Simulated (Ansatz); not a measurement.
Program: Ansatz. Geometries: PBE0-D4/def2-TZVP. ΔE: electronic, gas phase. CCSD(T)/CBS adds triple-zeta CCSD(T) − MP2 to the extrapolated MP2 energy (def2 sets, frozen cores). This one scheme is used for every species. DFT in def2-TZVPP. For Se outer-core shells are correlated without core-valence functions, which leaves a few kJ/mol of doubt a bond. Scalar relativity is left out up to krypton. One conformer a species, not always the lowest.

Consider the ligand exchange at the Si–C bond: `N=C[SiH2]N` + `[SiH3][SeH]` → `N[SiH2][Se][SiH3]` + `C=N`.

(1) Is it downhill or uphill in electronic energy at CCSD(T)/CBS, and by how much? (An estimate is asked.)

(2) What do these levels give: ωB97X-V, B2PLYP, PBE0, HF/def2-TZVPP, MP2/def2-QZVPP, CCSD/CBS(def2)? (Best estimate.)

Largest T1 diagnostic among the species: 0.012.

Answers

(1) Computed: Downhill: ΔE = -20.9 kcal/mol.

(2) Ansatz gave: ωB97X-V -19.6, B2PLYP -19.5, PBE0 -20.2, HF/def2-TZVPP -18.9, MP2/def2-QZVPP -22.2, CCSD/CBS(def2) -20.5 kcal/mol.

In def2-TZVPP, CCSD(T) changes the Hartree–Fock value by −0.9 kcal/mol (the triples alone add −0.3 kcal/mol) and MP2 by −2.7 kcal/mol. The D4 term adds −1.7 kcal/mol with B3LYP and −0.9 kcal/mol with PBE0; it sums over pairs of atoms, weighted by their polarisabilities, and B3LYP, whose exchange is more repulsive, gets the larger term.

B3LYP here is the variant with VWN-RPA as its local correlation; programs differ in this.
